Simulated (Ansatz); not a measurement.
Relaxation of C$_{2}$H$_{5}$AlBF (10 atoms, charge 0, multiplicity 1), to a largest force component of 0.015 eV/Å in at most 40 steps.

Level of theory: Ansatz, RKS BLYP/def2-SVP.

```xyz
10
Properties=species:S:1:pos:R:3
B -1.423 -0.601 -0.374
C -0.021 -0.226 0.098
C 0.645 -1.093 0.824
Al 0.847 1.529 -0.409
F -0.172 2.676 -1.419
H -2.077 0.237 -1.040
H -1.950 -1.584 -0.100
H 1.723 -0.843 1.165
H 0.260 -2.037 1.164
H 2.253 1.891 0.095
```

Question: Where does it end, and by what steps?

Answer: The forces met the threshold. After 8 steps the energy has fallen by 0.591 eV; F5 moved furthest, 0.20 Å.

| step | energy less start (eV) | largest force component (eV/Å) | accepted |
| --- | --- | --- | --- |
| 0 | 0.0000 | 3.611 | yes |
| 1 | -0.4403 | 1.229 | yes |
| 2 | -0.5377 | 0.872 | yes |
| 3 | -0.5823 | 0.263 | yes |
| 4 | -0.5890 | 0.113 | yes |
| 5 | -0.5904 | 0.063 | yes |
| 6 | -0.5907 | 0.025 | yes |
| 7 | -0.5908 | 0.021 | yes |
| 8 | -0.5908 | 0.004 | yes |

```xyz
10
Properties=species:S:1:pos:R:3
B -1.487 -0.585 -0.386
C -0.050 -0.162 0.050
C 0.670 -1.041 0.817
Al 0.817 1.539 -0.407
F 0.006 2.682 -1.337
H -2.197 0.140 -1.052
H -1.917 -1.675 -0.051
H 1.696 -0.838 1.182
H 0.256 -2.023 1.121
H 2.288 1.912 0.066
```

Whether the end is a true minimum wasn't checked by a vibrational analysis.

The run took 19 s on 2 threads of Arm Neoverse V1, with other jobs on the host, peak memory 0.15 GiB.
